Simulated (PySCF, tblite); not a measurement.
Species: H₇P₃Si₂.
Numbering: `[SiH3:1][p:2]1[pH:3][p:4]1[SiH3:5]` (hydrogens: H6, H7, H8 on Si1; H9 on P3; H10, H11, H12 on Si5)

The geometry is computed with GFN2-xTB (gas phase).

Question: Give the optimised bond lengths and angles.

Answer: 
| bond | length (Å) |
| --- | --- |
| Si1–P2, P4–Si5 | 2.263 |
| P2–P3 | 2.161 |
| P3–P4 | 2.174 |
| P2–P4 | 2.167 |
| Si1–H6 and 5 like bonds | 1.466 |
| P3–H9 | 1.399 |

Bonds in one row agree within 0.01 Å and their mean is given. A selection of angles:
| angle | degrees |
| --- | --- |
| P2–Si1–H6 | 109.3 |
| P2–Si1–H7 | 103.8 |
| H6–Si1–H7 | 111.5 |
| H6–Si1–H8 | 110.5 |
| Si1–P2–P3 | 97.6 |
| Si1–P2–P4 | 98.2 |
| P3–P2–P4 | 60.3 |
| P2–P3–P4 | 60.0 |
| P2–P3–H9 | 95.3 |
| P4–P3–H9 | 98.5 |
| P3–P4–Si5 | 106.2 |
| P2–P4–Si5 | 98.7 |
| P4–Si5–H11 | 112.3 |
| P4–Si5–H12 | 107.3 |

P3 (ring phosphorus) is pyramidal (angles 98.5°, 95.3° and 60.0°, sum 253.8°, 1.04 Å off the plane of its three neighbours). Si1 (SiH3 silicon) is distorted tetrahedral (angles from 103.8° to 112.1°). P2 (ring phosphorus) is pyramidal (angles 98.2°, 97.6° and 60.3°, sum 256.2°, 1.32 Å off the plane of its three neighbours). The 3-membered ring P2–P3–P4 has internal angles of 59.7° to 60.3°.

Point group: C1 (no symmetry element, even within 0.4 Å). GFN2-xTB frequencies show an imaginary mode (62i cm⁻¹), so the point is no minimum at that level. 2 starts were optimised and ended at 0.00 and 0.46 kcal/mol (GFN2-xTB); the lowest of these is shown.
